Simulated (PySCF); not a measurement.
C₃H₆AlCl, SMILES [Cl][Al]([CH3])[CH]=C. Atoms are numbered in the order given.

```xyz
11

Al     0.2046    -0.0392     0.0000
Cl    -0.6328    -1.9898     0.0000
C      2.1446     0.1352     0.0000
H      2.4826     1.1840     0.0000
H      2.5803    -0.3611    -0.8842
H      2.5803    -0.3611     0.8842
C     -1.0209     1.4631     0.0000
C     -0.5719     2.7315     0.0000
H     -2.1110     1.3225     0.0000
H     -1.2427     3.6007     0.0000
H      0.4991     2.9720     0.0000
```

Coordinates come from a B3LYP-D3(BJ)/def2-SVP optimisation. The structure was generated by enumeration; whether it is a known compound was not checked. One conformer was computed; it need not be the lowest.

Two levels are set side by side: PBE/pcSseg-1 (PySCF) and PBE0/pcSseg-1 (PySCF). GIAO shifts against HCl (³⁵Cl), TMS (¹H), TMS (¹³C) at the same level; non-relativistic, no solvent, atoms listed together averaged. Without spin–orbit terms, shifts of atoms bonded to Cl or Br come out too high at both levels. Differences are taken from unrounded values.

```json
[
 {"quantity": "δ(³⁵Cl) of Cl2 (ppm)", "PBE0": "47.5", "PBE": "77.7", "PBE minus PBE0": "30.3"},
 {"quantity": "δ(¹³C) of C3 (ppm)", "PBE0": "-11.0", "PBE": "-11.4", "PBE minus PBE0": "-0.4"},
 {"quantity": "δ(¹³C) of C7 (ppm)", "PBE0": "152.3", "PBE": "152.1", "PBE minus PBE0": "-0.3"},
 {"quantity": "δ(¹³C) of C8 (ppm)", "PBE0": "157.8", "PBE": "155.2", "PBE minus PBE0": "-2.5"},
 {"quantity": "δ(¹H) of H9 (ppm)", "PBE0": "6.80", "PBE": "6.80", "PBE minus PBE0": "-0.01"}
]
```

Rough cost on one machine, each run with all the roots and properties that it gave: PBE0 against PBE within a factor of 2.
